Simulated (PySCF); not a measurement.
Compound: C₆H₈NO (doublet state).
Cartesian coordinates in Å at the GFN2-xTB level; atoms count from 1:
```
atom  x, y, z in Å
C1     2.3723    1.3686    0.3671
C2     1.5538    0.3778    0.3251
C3     0.2503    0.3326   -0.4892
C4     0.0652   -1.0313   -1.1590
O5    -0.5356   -1.8594   -0.1862
C6    -1.4262   -1.0572    0.5592
C7    -0.8998    0.3531    0.4935
N8    -1.3813    1.2933    1.1673
H9     2.4975    2.3476   -0.0311
H10    1.7159   -0.5320    0.8902
H11    0.2211    1.1691   -1.1881
H12    1.0000   -1.5022   -1.4674
H13   -0.5928   -0.9290   -2.0365
H14   -1.4762   -1.4366    1.5812
H15   -2.4375   -1.0829    0.1261
H16   -0.9342    2.1974    1.0364
```

The hyperfine couplings belong to this conformer and change with its torsions.

Identity: `[C](/[H])=C/[C@H]1COC/C1=N/[H]` [radical].

The calculation used UKS B3LYP, pcH-1 on C H N O, non-relativistic, mean-field spin-orbit, GIAO (PySCF 2.14.0). Geometry: GFN2-xTB, one conformer, isolated molecule. The geometry wasn't refined by DFT: couplings that depend on bond lengths, twists or pyramidal angles can differ widely from those at the functional's own minimum. The SCF solution wasn't tested for stability.

Principal values of hyperfine tensors in MHz (contact and dipolar terms together), for some of the nuclei:

```tsv
atom	isotope	A1	A2	A3
C1	13C	221.93	243.28	445.22
C3	13C	68.30	68.95	95.12
H9	1H	-2.93	23.25	68.91
C2	13C	-33.97	-13.43	0.63
H11	1H	-13.13	-8.15	0.72
H13	1H	5.47	5.84	8.44
C7	13C	-5.82	-4.55	-4.06
H12	1H	1.70	1.89	5.59
```

Split each tensor into its isotropic and traceless parts, and turn a_iso into mT with g = 2.0022.

a_iso = (A1 + A2 + A3)/3, Ti = Ai − a_iso; 1 mT corresponds to 28.024 MHz.

```json
{"atom": "C1", "a_iso (MHz)": "303.47", "a_iso (mT)": "10.829", "T1": "-81.54", "T2": "-60.20", "T3": "141.74"}
{"atom": "C3", "a_iso (MHz)": "77.46", "a_iso (mT)": "2.764", "T1": "-9.15", "T2": "-8.51", "T3": "17.66"}
{"atom": "H9", "a_iso (MHz)": "29.75", "a_iso (mT)": "1.061", "T1": "-32.67", "T2": "-6.50", "T3": "39.17"}
{"atom": "C2", "a_iso (MHz)": "-15.59", "a_iso (mT)": "-0.556", "T1": "-18.38", "T2": "2.16", "T3": "16.22"}
{"atom": "H11", "a_iso (MHz)": "-6.85", "a_iso (mT)": "-0.245", "T1": "-6.27", "T2": "-1.30", "T3": "7.57"}
{"atom": "H13", "a_iso (MHz)": "6.58", "a_iso (mT)": "0.235", "T1": "-1.11", "T2": "-0.75", "T3": "1.86"}
{"atom": "C7", "a_iso (MHz)": "-4.81", "a_iso (mT)": "-0.172", "T1": "-1.01", "T2": "0.26", "T3": "0.75"}
{"atom": "H12", "a_iso (MHz)": "3.06", "a_iso (mT)": "0.109", "T1": "-1.36", "T2": "-1.17", "T3": "2.53"}
```

What spin density at the nucleus of C3 lies behind its contact coupling (g_N = 1.40482)?

a_FC = (2μ0/3) gₑ μB g_N μN ρ(0)/(2S·h) = 800.24 MHz × g_N × ρ(0)/(2S), with ρ in bohr⁻³. With a_FC = 77.46 MHz and 2S = 1, ρ(0) = 0.0689 bohr⁻³.

H10 (1H, g_N = 5.58569) isn't in the table. Its spin density at the nucleus is 0.02552 bohr⁻³. What is its contact coupling?

By the same relation, a_FC = 114.1 MHz. Its full tensor has the principal values 107.89, 108.92, 125.37 MHz.

Name the largest traceless tensor T of the table and describe it.

C1: -81.5, -60.2, 141.7 MHz, rhombic: the two smaller values differ by 15 % of the largest.

What first-order splitting does C1 cause when the field lies along A1, A2 or A3 of its tensor (g taken as isotropic, no quadrupole term)?

2 lines (I = 1/2), spaced by |A_i|/(g × 13.996): 7.92, 8.68, 15.89 mT along the axes of A1, A2 and A3.

Time: 60 s wall (with the writing of density and orbital grids); peak memory 0.97 GiB. Hardware: Arm Neoverse V2, one thread, shared host.
